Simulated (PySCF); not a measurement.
**SMILES C1=CN=CC(CC)=C1, C₇H₉N**

Molfile (atoms numbered from 1):
```
C7H9N
     RDKit          3D

 17 17  0  0  0  0  0  0  0  0999 V2000
   -2.3104    0.5318    0.5772 C   0  0  0  0  0  0  0  0  0  0  0  0
   -1.3950    0.0490   -0.5453 C   0  0  0  0  0  0  0  0  0  0  0  0
    0.0201   -0.1645   -0.0856 C   0  0  0  0  0  0  0  0  0  0  0  0
    0.9635    0.8662   -0.0789 C   0  0  0  0  0  0  0  0  0  0  0  0
    2.2458    0.6204    0.4026 C   0  0  0  0  0  0  0  0  0  0  0  0
    2.5447   -0.6596    0.8679 C   0  0  0  0  0  0  0  0  0  0  0  0
    1.6636   -1.6560    0.8686 N   0  0  0  0  0  0  0  0  0  0  0  0
    0.4438   -1.4065    0.4050 C   0  0  0  0  0  0  0  0  0  0  0  0
   -3.3387    0.6837    0.2150 H   0  0  0  0  0  0  0  0  0  0  0  0
   -2.3438   -0.1979    1.4007 H   0  0  0  0  0  0  0  0  0  0  0  0
   -1.9535    1.4851    0.9966 H   0  0  0  0  0  0  0  0  0  0  0  0
   -1.4036    0.7802   -1.3699 H   0  0  0  0  0  0  0  0  0  0  0  0
   -1.7871   -0.8928   -0.9623 H   0  0  0  0  0  0  0  0  0  0  0  0
    0.6927    1.8574   -0.4549 H   0  0  0  0  0  0  0  0  0  0  0  0
    3.0050    1.4055    0.4155 H   0  0  0  0  0  0  0  0  0  0  0  0
    3.5446   -0.8886    1.2543 H   0  0  0  0  0  0  0  0  0  0  0  0
   -0.2607   -2.2487    0.4119 H   0  0  0  0  0  0  0  0  0  0  0  0
  1  2  1  0
  2  3  1  0
  3  4  1  0
  4  5  2  0
  5  6  1  0
  6  7  2  0
  7  8  1  0
  8  3  2  0
  1  9  1  0
  1 10  1  0
  1 11  1  0
  2 12  1  0
  2 13  1  0
  4 14  1  0
  5 15  1  0
  6 16  1  0
  8 17  1  0
M  END
```

Level of theory: TDDFT CAM-B3LYP/aug-cc-pVDZ excited states, vertical, gas phase (PySCF 2.14.0). Geometry: PBE0-D3(BJ)/def2-SVP.

(1) Give the one- and two-photon strengths of the lowest singlets.

Answers

(1) δ for parallel linear polarisation; σ at the peak of a Lorentzian of half width 0.1 eV, single beam; Ω is circular over linear.
```tsv
state	E (eV)	f	photon λ (nm)	δ (au)	σ (GM)	Ω	main
S1	5.02	0.005	494	1.47	0.01	1.36	HOMO−1→LUMO+1 0.65, HOMO−1→LUMO 0.29
S2	5.42	0.004	457	0.27	0.00	1.45	HOMO−1→LUMO+3 0.45, HOMO−1→LUMO+2 0.19
S3	5.44	0.053	456	4.3	0.05	1.50	HOMO→LUMO+1 0.48, HOMO→LUMO 0.23
S4	6.19	0.071	401	2.71	0.04	1.45	HOMO→LUMO+3 0.32, HOMO→LUMO+2 0.15
S5	6.55	0.003	379	113	1.77	0.95	HOMO→LUMO 0.38, HOMO→LUMO+1 0.24
S6	6.77	0.015	366	71.2	1.20	1.50	HOMO−1→LUMO 0.27, HOMO−1→LUMO+4 0.26
```

Among these, the strongest one-photon state is S4, the strongest two-photon state S5, with a dipole change of 4.7 D (relaxed, norm of the difference vector).
